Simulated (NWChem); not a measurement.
CH$_{7}$FN$_{2}$Si; SMILES N[SiH](N)CF

```xyz
12

N     -1.3481    -1.2875    -0.4009
Si     0.0016    -0.5741     0.4051
N      1.4661    -0.8004    -0.4673
C     -0.0243     1.3159     0.6514
F      0.2994     1.9507    -0.5433
H     -1.5765    -1.0589    -1.3614
H     -2.1608    -1.6028     0.1151
H     -0.0355    -1.1839     1.7718
H      1.8629     0.0033    -0.9408
H      1.6891    -1.6699    -0.9353
H      0.7100     1.6228     1.4191
H     -1.0135     1.6765     0.9862
```
Atoms are numbered in this order, from 1.

Coordinates come from a PBE0/def2-SVP optimisation. Not confirmed as a minimum by frequencies.

Task: Give the principal values of the shielding tensors (ppm) of N1, Si2, N3, C4, F5 from LDA (Slater exchange, VWN5)/pcSseg-1, GIAO (NWChem), with their diamagnetic and paramagnetic parts as GIAO splits them.

Result: 
| atom | σ11 | σ22 | σ33 | isotropic | diamagnetic | paramagnetic |
|---|---|---|---|---|---|---|
| N1 | 192.9 | 244.0 | 266.5 | 234.5 | 318.7 | -84.2 |
| Si2 | 293.8 | 346.8 | 406.5 | 349.0 | 882.6 | -533.6 |
| N3 | 208.5 | 262.1 | 270.4 | 247.0 | 318.0 | -71.0 |
| C4 | 50.1 | 66.3 | 161.7 | 92.7 | 250.5 | -157.8 |
| F5 | 412.3 | 488.5 | 532.0 | 477.6 | 472.8 | 4.8 |
